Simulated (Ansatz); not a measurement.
```yaml
crystal:
  periodic: [false, false, false]
  atoms:
    - {symbol: F, position_ang: [-0.922985, -1.129723, 1.486830]}
    - {symbol: Si, position_ang: [0.077813, -0.145879, 0.753946]}
    - {symbol: S, position_ang: [1.216490, -0.857824, -0.851410]}
    - {symbol: C, position_ang: [-0.157199, 0.301992, -0.987024]}
    - {symbol: S, position_ang: [-0.855494, 1.039438, -2.219151]}
    - {symbol: H, position_ang: [0.683374, 0.727996, 1.770609]}
basis:
  gaussian: {orbitals: cc-pVDZ}
total_charge: 1
magnetization: {spin_polarized: true, initial_magnetization: 5}
hamiltonian: {xc: {name: BHLYP}}
```

```sh
$ ansatz run in.yaml --threads 2 --pin off --events-out ev --progress --plain --max-ram 4352MiB
```

Shortened log:

```
Functional definition: BHLYP
  name "BHLYP"
  cite "Becke, J. Chem. Phys. 98, 1372 (1993) doi:10.1063/1.464304"
  cite "Becke, Phys. Rev. A 38, 3098 (1988) doi:10.1103/PhysRevA.38.3098"
  cite "Lee, Yang & Parr, Phys. Rev. B 37, 785 (1988) doi:10.1103/PhysRevB.37.785"
  parameter a = 0.5
  exchange = (1 - a)*b88_x + a*exact_x
  correlation = lyp_c
875 factors; integrals over basis functions are off by at most 1.2e-3 eV
mean field evaluation 1: about -33291.0310 eV, gradient 4.6e1 eV
mean field evaluation 2: about -33281.1830 eV, gradient 6.7e1 eV
mean field evaluation 4: about -33299.5165 eV, gradient 5.1e0 eV
mean field evaluation 8: about -33299.7903 eV, gradient 6.0e-1 eV
mean field evaluation 16: about -33299.8085 eV, gradient 4.1e-2 eV
mean field evaluation 32: about -33299.8094 eV, gradient 3.4e-3 eV
mean field -33299.80938319 eV, -1223.7454234106 hartree, gradient 1.6e-5 eV, S^2 8.766101; 6 other end points of the search recorded, 0 dependent functions left out
reference -33299.80955092 eV, -1223.7454295748 hartree; 33, 28 occupied and 54, 59 virtual orbitals, 875 factors
Total energy: -33299.80955092 eV, -1223.7454295748 hartree
```

Question: What is wrong with this run?

Answer: The spin is set far too high for this molecule. Self-consistency was reached. The result belongs to that input, not to the molecule as meant.
